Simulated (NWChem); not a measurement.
# SiH2I, doublet; SMILES [SiH2]I

All runs: NWChem. Spin-unrestricted. In the optimisation the excess spin sits in a' (Cs, its own frame). No stability test was run on the SCF state. def2 effective core potentials on I; no spin-orbit coupling. Each level has its own optimisation.

| level | r I–Si (Å) | r H–Si (Å) | dipole (D) |
|---|---|---|---|
| BLYP/def2-SVP (core potentials) | 2.493 | 1.508 | 0.89 |
| UHF/STO-3G (all-electron, non-relativistic) | 2.442 | 1.429 | 3.04 |
| LDA (Slater exchange, VWN5)/def2-SVP (core potentials) | 2.434 | 1.512 | ? |
| PBE0/def2-SVP (core potentials) | 2.442 | 1.496 | 1.02 |

Problem. Complete the blanks.

Solution. 
- LDA (Slater exchange, VWN5)/def2-SVP (core potentials), dipole (D): 0.77
